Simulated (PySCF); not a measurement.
# Steps of a relaxation of [OsOF3]+

[OsOF3]+ (triplet; a saddle point, relaxed within its symmetry). PySCF 2.14.0, UKS B3LYP, Os def2-SVP with ECP60, O def2-SVP, F def2-SVP; non-relativistic Hamiltonian with scalar-relativistic core potentials where named; density fitting; no spin-orbit coupling. Origin of the start: template. Columns: position (Å) and force (eV/Å). Energies are counted from the last step; some of the 8 steps are shown. Forces carry noise of the integration grid, about 0.01 to 0.03 eV/Å.

Run from Python with OMP_NUM_THREADS=2. Where DIIS fails, smearing, a level shift and second-order steps follow.
It took 29 s on 2 threads of Arm Neoverse V1 (shared host), from the converged density of the start.

```xyz
5
step 0  E = 3.633 eV
Os    0.0187    0.0187    0.0187    -7.11   -7.11   -7.11
O     0.8646    0.8646    0.8646    13.22   13.22   13.22
F    -0.9545   -0.9545    0.9919    -5.32   -5.32    4.53
F     0.9919   -0.9545   -0.9545     4.53   -5.32   -5.32
F    -0.9545    0.9919   -0.9545    -5.32    4.53   -5.32
```

```xyz
5
step 2  E = 0.099 eV
Os    0.0170    0.0170    0.0170     0.79    0.79    0.79
O     0.9855    0.9855    0.9855    -0.41   -0.41   -0.41
F    -1.0462   -1.0462    1.0562    -0.06   -0.06   -0.27
F     1.0562   -1.0462   -1.0462    -0.27   -0.06   -0.06
F    -1.0462    1.0562   -1.0462    -0.06   -0.27   -0.06
```

```xyz
5
step 5  E = 0.001 eV
Os    0.0815    0.0815    0.0815    -0.20   -0.20   -0.20
O     1.0341    1.0341    1.0341     0.12    0.12    0.12
F    -1.0548   -1.0548    0.9603     0.08    0.08   -0.08
F     0.9603   -1.0548   -1.0548    -0.08    0.08    0.08
F    -1.0548    0.9603   -1.0548     0.08   -0.08    0.08
```

Where does the relaxation end?

It converges at step 7 in C3v:
```xyz
5
step 7  E = 0
Os    0.0831    0.0831    0.0831
O     1.0378    1.0378    1.0378
F    -1.0535   -1.0535    0.9524
F     0.9524   -1.0535   -1.0535
F    -1.0535    0.9524   -1.0535
```

How did the contacts change?


| contact | start (Å) | end (Å) |
| --- | --- | --- |
| Os1–O2 (O) | 1.465 | 1.654 |
| Os1–F3 (F) | 1.686 | 1.827 |
| Os1–F4 (F) | 1.686 | 1.827 |
| Os1–F5 (F) | 1.686 | 1.827 |


Open shells may have lower solutions than the one found.
